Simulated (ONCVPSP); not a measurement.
## Ni (Z = 28): ONCV pseudisation with PBE, fully relativistic reference atom.

```json
{
 "Element": "Ni",
 "Generator": "ONCVPSP 4.0.1",
 "Type": "optimised norm-conserving Vanderbilt (ONCV)",
 "Functional": "PBE",
 "Relativity": "fully relativistic",
 "Frozen core": "[Ne] 3s2",
 "Valence charge": "16",
 "Reference configuration": "3p6 3d8 4s1 (charge +1)",
 "Partial waves": "4s: rc 2.15 bohr, ncon 3, nbas 8, qcut 2.9 1/bohr, 3 projectors, debl 2.9 Ha; 3p: rc 1.15 bohr, ncon 4, nbas 9, qcut 10.3 1/bohr, 2 projectors, debl 1.3 Ha; 3d: rc 0.80 bohr, ncon 4, nbas 8, qcut 11.7 1/bohr, 1 projector",
 "Local potential": "polynomial inside 0.80 bohr (lpopt 3, dvloc0 -1 Ha)",
 "Core correction": "Teter function, fcfact 1.75, rcfact 1.6"
}
```

Open shells are filled in proportion to 2j + 1.

In the p channel the program set the typed energies aside and used -2.931, 0.250 Ha (j = l + 1/2; the other j can differ).

Calculated quality:

```
Cutoffs needed             : 353 Ha and 413 Ha (the cutoffs (Ha) at which the residual kinetic energy of the hardest occupied pseudo-wave falls to 1 and 0.1 mHa per electron)
Ghost test                 : no bound ghost flagged; GHOST(+) flagged for s at 38.3 eV
Largest excitation error   : -11 meV (all-electron minus pseudo) for 3p6 3d6 4s0, out of 4 test configurations
rms error of d²Exc/dni dnj : 9.24 mHa without and 7.85 mHa with the model core
```

Generation and tests took about 5.8 s on one core of a shared server CPU.
